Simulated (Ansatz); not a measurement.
Ansatz (a program for electronic structure) input (B3LYP-D3(BJ)/def2-TZVP):

Ansatz 0.2 input:
```yaml
crystal:
  periodic: [false, false, false]
  atoms:
    - {symbol: Re, position_ang: [0.01596981, 0.00960626, -0.00956466]}
    - {symbol: F, position_ang: [1.85287279, -0.00310938, 0.00779276]}
    - {symbol: F, position_ang: [-1.82106422, 0.02232314, -0.02690524]}
basis:
  gaussian:
    orbitals: def2-TZVP
hamiltonian:
  xc: b3lyp
  dispersion: d3bj
magnetization: {spin_polarized: true, initial_magnetization: 5}
relax: {f_tol: 0.002, max_steps: 150}
```

Output:

```
Functional definition: B3LYP
integrals: 0.03 GiB planned
689 factors; their error is unknown
mean field: 0.35 GiB planned
mean field evaluation 1: about -7564.0154 eV, gradient 3.3e1 eV
mean field evaluation 2: about -7554.8228 eV, gradient 6.6e1 eV
mean field evaluation 4: about -7567.1046 eV, gradient 1.4e0 eV
mean field evaluation 8: about -7567.1389 eV, gradient 2.8e-2 eV
mean field -7567.13889084 eV, -278.0872250472 hartree, gradient 2.6e-5 eV, S^2 8.753990; 0 other end points of the search recorded, 0 dependent functions left out
the calculation of the forces begins
reference -7567.13909940 eV, -278.0872327120 hartree; 19, 14 occupied and 83, 88 virtual orbitals, 689 factors
relax step   1: F+E_penalty+E_count = -7567.19725632 eV  Δ(F+E_penalty+E_count) = +0.000e0 eV  max|allowed force component| = 3.277e0 eV/Å  Δτ_max = 0.0000 Å  (27 SCF iters, accepted)
these checks for a lower state are left out or cut short: starts, cluster_reference, orbital_swaps, neighbouring_geometries, increment
integrals: 0.03 GiB planned
689 factors; their error is unknown
mean field: 0.35 GiB planned
mean field evaluation 16: about -7567.2823 eV, gradient 4.0e1 eV
mean field -7567.41650964 eV, -278.0974273502 hartree, gradient 8.3e-6 eV, S^2 8.754624; 0 other end points of the search recorded, 0 dependent functions left out
the calculation of the forces begins
reference -7567.41671202 eV, -278.0974347874 hartree; 19, 14 occupied and 83, 88 virtual orbitals, 689 factors
relax step   2: F+E_penalty+E_count = -7567.47433435 eV  Δ(F+E_penalty+E_count) = -2.771e-1 eV  max|allowed force component| = 1.882e-1 eV/Å  Δτ_max = 0.0858 Å  (35 SCF iters, accepted)
these checks for a lower state are left out or cut short: starts, cluster_reference, orbital_swaps, neighbouring_geometries, increment
integrals: 0.03 GiB planned
689 factors; their error is unknown
mean field: 0.35 GiB planned
mean field evaluation 32: about -7567.4178 eV, gradient 1.4e-5 eV
mean field -7567.41779222 eV, -278.0974744840 hartree, gradient 1.4e-5 eV, S^2 8.754681; 0 other end points of the search recorded, 0 dependent functions left out
the calculation of the forces begins
reference -7567.41799409 eV, -278.0974819027 hartree; 19, 14 occupied and 83, 88 virtual orbitals, 689 factors
relax step   3: F+E_penalty+E_count = -7567.47558090 eV  Δ(F+E_penalty+E_count) = -1.247e-3 eV  max|allowed force component| = 1.462e-2 eV/Å  Δτ_max = 0.0062 Å  (31 SCF iters, accepted)
these checks for a lower state are left out or cut short: starts, cluster_reference, orbital_swaps, neighbouring_geometries, increment
integrals: 0.03 GiB planned
689 factors; their error is unknown
mean field: 0.35 GiB planned
mean field -7567.41779452 eV, -278.0974745684 hartree, gradient 1.3e-5 eV, S^2 8.754692; 0 other end points of the search recorded, 0 dependent functions left out
the calculation of the forces begins
reference -7567.41799629 eV, -278.0974819836 hartree; 19, 14 occupied and 83, 88 virtual orbitals, 689 factors
relax step   4: F+E_penalty+E_count = -7567.47557629 eV  Δ(F+E_penalty+E_count) = +4.616e-6 eV  max|allowed force component| = 1.835e-2 eV/Å  Δτ_max = 0.0012 Å  (31 SCF iters, rejected (line search))
these checks for a lower state are left out or cut short: starts, cluster_reference, orbital_swaps, neighbouring_geometries, increment
integrals: 0.03 GiB planned
689 factors; their error is unknown
mean field: 0.35 GiB planned
mean field -7567.41780290 eV, -278.0974748767 hartree, gradient 1.3e-5 eV, S^2 8.754686; 0 other end points of the search recorded, 0 dependent functions left out
the calculation of the forces begins
reference -7567.41800474 eV, -278.0974822939 hartree; 19, 14 occupied and 83, 88 virtual orbitals, 689 factors
relax step   5: F+E_penalty+E_count = -7567.47558855 eV  Δ(F+E_penalty+E_count) = -7.647e-6 eV  max|allowed force component| = 5.342e-5 eV/Å  Δτ_max = 0.0005 Å  (31 SCF iters, accepted)
integrals: 0.03 GiB planned
689 factors; their error is unknown
mean field: 0.35 GiB planned
mean field evaluation 64: about -7567.4178 eV, gradient 2.6e-4 eV
mean field -7567.41780290 eV, -278.0974748767 hartree, gradient 1.5e-5 eV, S^2 8.754686; 1 other end points of the search recorded, 0 dependent functions left out
the calculation of the forces begins
reference -7567.41800474 eV, -278.0974822939 hartree; 19, 14 occupied and 83, 88 virtual orbitals, 689 factors
Total energy: -7567.47579038 eV, -278.0996058772 hartree
Atom 0 at     0.015926     0.009607    -0.009559 Å, force    -0.000000     0.000000     0.000000 eV/Å
Atom 1 at     1.945369    -0.003750     0.008663 Å, force     0.000053    -0.000000     0.000000 eV/Å
Atom 2 at    -1.913517     0.022963    -0.027781 Å, force    -0.000053     0.000000    -0.000001 eV/Å
Dipole moment:     0.000000    -0.000000    -0.000000 e Å
```

The spin state was set by rule; other spins were not relaxed.
